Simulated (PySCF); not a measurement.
## $^{19}$F chemical shifts

PySCF 2.14 calculation with σ from GIAO-PBE0/pcSseg-1 and geometry from GFN2-xTB; isolated molecule, relativity neglected, a single conformation, rapidly exchanging positions averaged.

Shieldings were converted by a linear fit to measured shifts: $^{19}$F (scatter 6.0 ppm rms, 7.0 ppm with the 5 outliers that the fit left out vs CFCl3, solution or neat liquid, with a term for F on sp3 carbon). Occasional misses reach two or three times the rms, and more in compound classes unlike the fitted ones.

(1) Give the $^{19}$F shifts of `C/N=C/CC#CC(F)(F)F`.

(2) Match the shifts -44.4, -65.4, -79.7, -256.1 ppm to `CC/C=C(\C#N)C(F)(F)F`, `CC1=C(F)[P@]1(=O)CCC#N`, `N#C[SiH2][SiH2][C@H](F)[SiH3]`, `CN(C)C/P=C/F`.

Results:

(1) 
```
          compound                   environment  δ (ppm)
C/N=C/CC#CC(F)(F)F  fluorine of a CF3 group (×3)    -50.1
```

(2) -44.4: CN(C)C/P=C/F (fluorine bonded to C); -65.4: CC/C=C(\C#N)C(F)(F)F (fluorine of a CF3 group); -79.7: CC1=C(F)[P@]1(=O)CCC#N (vinylic fluorine); -256.1: N#C[SiH2][SiH2][C@H](F)[SiH3] (fluorine on an sp3 carbon).
